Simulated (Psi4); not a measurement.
CHNO, triplet, geometry from GFN2-xTB (a higher spin typed on purpose: for a closed-shell molecule this is an excited state); HF/3-21G (Psi4 1.11).

The Psi4 input:
```
memory 2 GB

molecule mol {
0 3
N    -1.098185    0.248837    0.182049
C     0.114465   -0.303545    0.214560
O     1.099133    0.032439   -0.419007
H    -1.792559   -0.180102    0.790356
}

set {
  basis 3-21g
  reference uhf
  damping_percentage 50
}

energy('scf')
print_variables()
```

The log (banner, timings and long lists left out):

```
   => Loading Basis Set <=

    Name: 3-21G
    Role: ORBITAL
    Keyword: BASIS

         ---------------------------------------------------------
                                   SCF
               by Justin Turney, Rob Parrish, Andy Simmonett
                          and Daniel G. A. Smith
                              UHF Reference
         ---------------------------------------------------------

  ==> Geometry <==

    Molecular point group: c1
    Full point group: C1

    Geometry (in Angstrom), charge = 0, multiplicity = 3:

       Center              X                  Y                   Z               Mass
    ------------   -----------------  -----------------  -----------------  -----------------
         N           -1.139332153899     0.244668013480     0.200220380633    14.003074004430
         C            0.073317846101    -0.307713986520     0.232731380633    12.000000000000
         O            1.057985846101     0.028270013480    -0.400835619367    15.994914619570
         H           -1.833706153899    -0.184270986520     0.808527380633     1.007825032230

  Running in c1 symmetry.

  Rotational constants: A =      5.76376  B =      0.39139  C =      0.36651 [cm^-1]
  Rotational constants: A = 172793.20814  B =  11733.67254  C =  10987.55322 [MHz]
  Nuclear repulsion =   57.053565481789164

  Charge       = 0
  Multiplicity = 3
  Electrons    = 22
  Nalpha       = 12
  Nbeta        = 10

  ==> Algorithm <==

  SCF Algorithm Type is DF.
  DIIS enabled.
  MOM disabled.
  Fractional occupation disabled.
  Guess Type is SAD.
  Energy threshold   = 1.00e-06
  Density threshold  = 1.00e-06
  Integral threshold = 1.00e-12

  ==> Primary Basis <==

  Basis Set: 3-21G
    Blend: 3-21G
    Number of shells: 17
    Number of basis functions: 29
    Number of Cartesian functions: 29
    Spherical Harmonics?: false
    Max angular momentum: 1

   => Loading Basis Set <=

    Name: (3-21G AUX)
    Role: JKFIT
    Keyword: DF_BASIS_SCF

  ==> Integral Setup <==

  SCF_SUBTYPE=INCORE selected. In-core MEM_DF algorithm will be used.
  Using in-core AOs.

  ==> MemDFJK: Density-Fitted J/K Matrices <==

    J tasked:                   Yes
    K tasked:                   Yes
    wK tasked:                   No
    Algorithm:                 Core
    Schwarz Cutoff:           1E-12
    Mask sparsity (%):       0.2378
    Fitting Condition:        1E-10

   => Auxiliary Basis Set <=

  Basis Set: (3-21G AUX)
    Blend: DEF2-UNIVERSAL-JKFIT
    Number of shells: 81
    Number of basis functions: 295
    Number of Cartesian functions: 295
    Spherical Harmonics?: false
    Max angular momentum: 4

  Minimum eigenvalue in the overlap matrix is 2.6330550630E-02.
  Reciprocal condition number of the overlap matrix is 7.8629592505E-03.
    Using symmetric orthogonalization.

  ==> Pre-Iterations <==

  SCF Guess: Superposition of Atomic Densities via on-the-fly atomic UHF (no occupation information).

   -------------------------
    Irrep   Nso     Nmo
   -------------------------
     A         29      29
   -------------------------
    Total      29      29
   -------------------------

  ==> Iterations <==

                           Total Energy        Delta E     RMS |[F,P]|

   @DF-UHF iter SAD:  -165.78866663422457   -1.65789e+02   0.00000e+00
   @DF-UHF iter   1:  -166.62876990489400   -8.40103e-01   1.20016e-02 DIIS/ADIIS
   @DF-UHF iter   2:  -166.67210679163580   -4.33369e-02   9.87890e-03 DIIS/ADIIS/DAMP=50%
   @DF-UHF iter   3:  -166.56745067697719    1.04656e-01   2.98751e-03 DIIS/ADIIS/DAMP=50%
   @DF-UHF iter   4:  -166.68556656799720   -1.18116e-01   4.62054e-03 DIIS/ADIIS/DAMP=50%
   @DF-UHF iter   5:  -166.68144332900076    4.12324e-03   3.33627e-03 DIIS/ADIIS/DAMP=50%
   @DF-UHF iter   6:  -166.68874238899173   -7.29906e-03   2.85479e-03 DIIS/ADIIS/DAMP=50%
   @DF-UHF iter   7:  -166.71076166192086   -2.20193e-02   2.95743e-03 DIIS/ADIIS/DAMP=50%
   @DF-UHF iter   8:  -166.68200917447709    2.87525e-02   1.42385e-03 DIIS/ADIIS/DAMP=50%
   @DF-UHF iter   9:  -166.70045007363424   -1.84409e-02   1.15569e-03 DIIS/ADIIS/DAMP=50%
   @DF-UHF iter  10:  -166.70659330266497   -6.14323e-03   9.65731e-04 DIIS/ADIIS/DAMP=50%
   @DF-UHF iter  11:  -166.70079794843207    5.79535e-03   6.20444e-04 DIIS/ADIIS/DAMP=50%
   @DF-UHF iter  12:  -166.70963534355695   -8.83740e-03   3.90373e-04 DIIS/ADIIS/DAMP=50%
   @DF-UHF iter  13:  -166.71230759579936   -2.67225e-03   4.32904e-04 DIIS/ADIIS/DAMP=50%
   @DF-UHF iter  14:  -166.71178592838197    5.21667e-04   3.98581e-04 DIIS/ADIIS/DAMP=50%
   @DF-UHF iter  15:  -166.71001522423867    1.77070e-03   3.98409e-04 DIIS/ADIIS/DAMP=50%
   @DF-UHF iter  16:  -166.71156519676316   -1.54997e-03   5.04874e-04 DIIS/ADIIS/DAMP=50%
   @DF-UHF iter  17:  -166.71005490090735    1.51030e-03   3.84786e-04 DIIS/ADIIS/DAMP=50%
   @DF-UHF iter  18:  -166.70960426790850    4.50633e-04   3.29713e-04 DIIS/ADIIS/DAMP=50%
   @DF-UHF iter  19:  -166.70965259474590   -4.83268e-05   4.52901e-04 DIIS/ADIIS/DAMP=50%
   @DF-UHF iter  20:  -166.70844061951018    1.21198e-03   4.50726e-04 DIIS/ADIIS/DAMP=50%
   @DF-UHF iter  21:  -166.71086342100241   -2.42280e-03   4.59620e-04 DIIS/ADIIS/DAMP=50%
   @DF-UHF iter  22:  -166.71014624422583    7.17177e-04   4.39750e-04 DIIS/ADIIS/DAMP=50%
   @DF-UHF iter  23:  -166.71005738238460    8.88618e-05   4.30368e-04 DIIS/ADIIS/DAMP=50%
   @DF-UHF iter  24:  -166.71004243231775    1.49501e-05   4.84764e-04 DIIS/ADIIS/DAMP=50%
   @DF-UHF iter  25:  -166.70628722730979    3.75521e-03   6.28207e-04 DIIS/ADIIS/DAMP=50%
   @DF-UHF iter  26:  -166.70847479420911   -2.18757e-03   7.13858e-04 DIIS/ADIIS/DAMP=50%
   @DF-UHF iter  27:  -166.70782708756064    6.47707e-04   9.30152e-04 DIIS/ADIIS/DAMP=50%
   @DF-UHF iter  28:  -166.70892463614436   -1.09755e-03   4.64968e-04 DIIS/ADIIS/DAMP=50%
   @DF-UHF iter  29:  -166.70997079125331   -1.04616e-03   5.88824e-04 DIIS/ADIIS/DAMP=50%
[...]
   @DF-UHF iter  52:  -166.70981669022032    9.68510e-05   5.30004e-04 DIIS/ADIIS/DAMP=50%
   @DF-UHF iter  53:  -166.71065055460400   -8.33864e-04   2.52272e-04 DIIS/ADIIS/DAMP=50%
   @DF-UHF iter  54:  -166.71044961339717    2.00941e-04   4.70258e-04 DIIS/ADIIS/DAMP=50%
   @DF-UHF iter  55:  -166.71016575097400    2.83862e-04   7.41168e-04 DIIS/ADIIS/DAMP=50%
   @DF-UHF iter  56:  -166.70960776744408    5.57984e-04   7.97320e-04 DIIS/ADIIS/DAMP=50%
   @DF-UHF iter  57:  -166.71152064771101   -1.91288e-03   4.60089e-04 DIIS/ADIIS/DAMP=50%
   @DF-UHF iter  58:  -166.71108946872690    4.31179e-04   3.05147e-04 DIIS/ADIIS/DAMP=50%
   @DF-UHF iter  59:  -166.71061791014046    4.71559e-04   3.50740e-04 DIIS/ADIIS/DAMP=50%
   @DF-UHF iter  60:  -166.71048007601931    1.37834e-04   3.03541e-04 DIIS/ADIIS/DAMP=50%
   @DF-UHF iter  61:  -166.71044165171259    3.84243e-05   3.20234e-04 DIIS/ADIIS/DAMP=50%
   @DF-UHF iter  62:  -166.71063330820982   -1.91656e-04   2.58564e-04 DIIS/ADIIS/DAMP=50%
   @DF-UHF iter  63:  -166.71046806590206    1.65242e-04   1.93335e-04 DIIS/ADIIS/DAMP=50%
   @DF-UHF iter  64:  -166.71054073885580   -7.26730e-05   2.88970e-04 DIIS/ADIIS/DAMP=50%
   @DF-UHF iter  65:  -166.71059104995931   -5.03111e-05   3.05412e-04 DIIS/ADIIS/DAMP=50%
   @DF-UHF iter  66:  -166.71084342620725   -2.52376e-04   2.86639e-04 DIIS/ADIIS/DAMP=50%
   @DF-UHF iter  67:  -166.70924383856027    1.59959e-03   4.95915e-04 DIIS/ADIIS/DAMP=50%
   @DF-UHF iter  68:  -166.71013467477749   -8.90836e-04   2.51517e-04 DIIS/ADIIS/DAMP=50%
   @DF-UHF iter  69:  -166.71071707399287   -5.82399e-04   4.19304e-04 DIIS/ADIIS/DAMP=50%
   @DF-UHF iter  70:  -166.70765874769808    3.05833e-03   2.18797e-04 DIIS/ADIIS/DAMP=50%
   @DF-UHF iter  71:  -166.70889157470529   -1.23283e-03   6.55292e-04 DIIS/ADIIS/DAMP=50%
   @DF-UHF iter  72:  -166.70715746744878    1.73411e-03   3.37349e-04 DIIS/ADIIS/DAMP=50%
   @DF-UHF iter  73:  -166.70858035020052   -1.42288e-03   4.92700e-04 DIIS/ADIIS/DAMP=50%
   @DF-UHF iter  74:  -166.70763620949555    9.44141e-04   7.68050e-04 DIIS/ADIIS/DAMP=50%
   @DF-UHF iter  75:  -166.70712892597990    5.07284e-04   1.30016e-03 DIIS/ADIIS/DAMP=50%
   @DF-UHF iter  76:  -166.70860850210465   -1.47958e-03   1.28009e-03 DIIS/ADIIS/DAMP=50%
   @DF-UHF iter  77:  -166.70862726696905   -1.87649e-05   1.04354e-03 DIIS/ADIIS/DAMP=50%
   @DF-UHF iter  78:  -166.70943401893106   -8.06752e-04   1.07200e-03 DIIS/ADIIS/DAMP=50%
   @DF-UHF iter  79:  -166.71052824321438   -1.09422e-03   7.72322e-04 DIIS/ADIIS/DAMP=50%
   @DF-UHF iter  80:  -166.71041730092759    1.10942e-04   5.51567e-04 DIIS/ADIIS/DAMP=50%
   @DF-UHF iter  81:  -166.71014029191753    2.77009e-04   6.23247e-04 DIIS/ADIIS/DAMP=50%
   @DF-UHF iter  82:  -166.70936124106106    7.79051e-04   4.22947e-04 DIIS/ADIIS/DAMP=50%
   @DF-UHF iter  83:  -166.71050808513479   -1.14684e-03   3.67855e-04 DIIS/ADIIS/DAMP=50%
   @DF-UHF iter  84:  -166.71074055952073   -2.32474e-04   3.47692e-04 DIIS/ADIIS/DAMP=50%
   @DF-UHF iter  85:  -166.71057423468019    1.66325e-04   5.45078e-04 DIIS/ADIIS/DAMP=50%
   @DF-UHF iter  86:  -166.70881415292646    1.76008e-03   4.80696e-04 DIIS/ADIIS/DAMP=50%
   @DF-UHF iter  87:  -166.70890949708900   -9.53442e-05   9.40998e-04 DIIS/ADIIS/DAMP=50%
   @DF-UHF iter  88:  -166.70932489160248   -4.15395e-04   6.23162e-04 DIIS/ADIIS/DAMP=50%
   @DF-UHF iter  89:  -166.71067638877764   -1.35150e-03   2.58964e-04 DIIS/ADIIS/DAMP=50%
   @DF-UHF iter  90:  -166.71040238125033    2.74008e-04   3.01757e-04 DIIS/ADIIS/DAMP=50%
   @DF-UHF iter  91:  -166.71051558925251   -1.13208e-04   4.22623e-04 DIIS/ADIIS/DAMP=50%
   @DF-UHF iter  92:  -166.70892604186659    1.58955e-03   3.80410e-04 DIIS/ADIIS/DAMP=50%
   @DF-UHF iter  93:  -166.71017420288737   -1.24816e-03   2.28530e-04 DIIS/ADIIS/DAMP=50%
   @DF-UHF iter  94:  -166.70764161955773    2.53258e-03   4.21863e-04 DIIS/ADIIS/DAMP=50%
   @DF-UHF iter  95:  -166.70895906351649   -1.31744e-03   3.54468e-04 DIIS/ADIIS/DAMP=50%
   @DF-UHF iter  96:  -166.70934324705382   -3.84184e-04   3.73139e-04 DIIS/ADIIS/DAMP=50%
   @DF-UHF iter  97:  -166.71077931477433   -1.43607e-03   4.90407e-04 DIIS/ADIIS/DAMP=50%
   @DF-UHF iter  98:  -166.71054163862766    2.37676e-04   4.70746e-04 DIIS/ADIIS/DAMP=50%
   @DF-UHF iter  99:  -166.71085655243971   -3.14914e-04   4.76409e-04 DIIS/ADIIS/DAMP=50%
   @DF-UHF iter 100:  -166.71062375342572    2.32799e-04   3.28064e-04 DIIS/ADIIS/DAMP=50%

PsiException: Could not converge SCF iterations in 100 iterations.

  Failed to converge.

Traceback (most recent call last):
  File "psi4", line 375, in <module>
  File "<string>", line 26, in <module>
  File "site-packages/psi4/driver/driver.py", line 533, in energy
  File "site-packages/psi4/driver/procrouting/proc.py", line 2760, in run_scf
  File "site-packages/psi4/driver/procrouting/proc.py", line 2047, in scf_helper
  File "site-packages/psi4/driver/procrouting/scf_proc/scf_iterator.py", line 93, in scf_compute_energy
  File "site-packages/psi4/driver/procrouting/scf_proc/scf_iterator.py", line 86, in scf_compute_energy
  File "site-packages/psi4/driver/procrouting/scf_proc/scf_iterator.py", line 609, in scf_iterate

psi4.driver.p4util.exceptions.SCFConvergenceError: Could not converge SCF iterations in 100 iterations.

Printing out the relevant lines from the Psithon --> Python processed input file:
    ""","mol")
    core.IO.set_default_namespace("mol")
    core.set_global_option("BASIS", "3-21g")
    core.set_global_option("REFERENCE", "uhf")
    core.set_global_option("DAMPING_PERCENTAGE", 50)
--> energy('scf')
    print_variables()

!-------------------------------------------------------!
!                                                       !
!  Could not converge SCF iterations in 100 iterations. !
!                                                       !
!-------------------------------------------------------!
```

Convergence was not reached.
